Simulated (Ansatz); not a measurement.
Calculated with Ansatz (gas phase, PBE0-D4/def2-TZVP geometries, no zero-point term in ΔE). CCSD(T)/CBS is the MP2 limit (def2-TZVPP, def2-QZVPP) plus CCSD(T) − MP2 in def2-TZVPP, frozen cores. This one scheme is used for every species. DFT in def2-TZVPP. B3LYP here is the variant with VWN-RPA as its local correlation; programs differ in this. HSE06 is defined as in plane-wave codes. Each species was taken in one conformer, which may not be the lowest.

`CN(C)[Si]Cl` + H–F → `CN(C)[Si]F` + HCl  (ligand exchange at the Si–Cl bond)

Is it downhill or uphill in electronic energy at CCSD(T)/CBS, and by how much? (Estimate.)

The calculation gave: Downhill: ΔE = -0.35 eV.

What do these levels give: BLYP-D4, B97M-V, r2SCANh-D4, r2SCAN0-D4, ωB97M-V, revPBE, B3LYP, HSE06, HF/def2-SVP, MP2/def2-TZVPP, HF/def2-QZVPP, MP2/def2-QZVPP? (An estimate is asked.)

The calculation gave: BLYP-D4 -0.38, B97M-V -0.44, r2SCANh-D4 -0.37, r2SCAN0-D4 -0.36, ωB97M-V -0.41, revPBE -0.34, B3LYP -0.47, HSE06 -0.33, HF/def2-SVP -0.46, MP2/def2-TZVPP -0.32, HF/def2-QZVPP -0.56, MP2/def2-QZVPP -0.30 eV.

Largest T1 diagnostic among the species: 0.013.

Leaving LDA and LC-ωPBE aside and taking each functional with its dispersion term where it has one, the values, not all of them listed here, spread over 0.23 eV, from CAM-B3LYP-D4 to revPBE-D4. In def2-TZVPP, CCSD(T) changes the Hartree–Fock value by +0.15 eV (the triples alone add +0.04 eV) and MP2 by +0.22 eV. At CCSD(T), def2-SVP lies −0.08 eV from the extrapolated value and def2-TZVPP −0.04 eV.
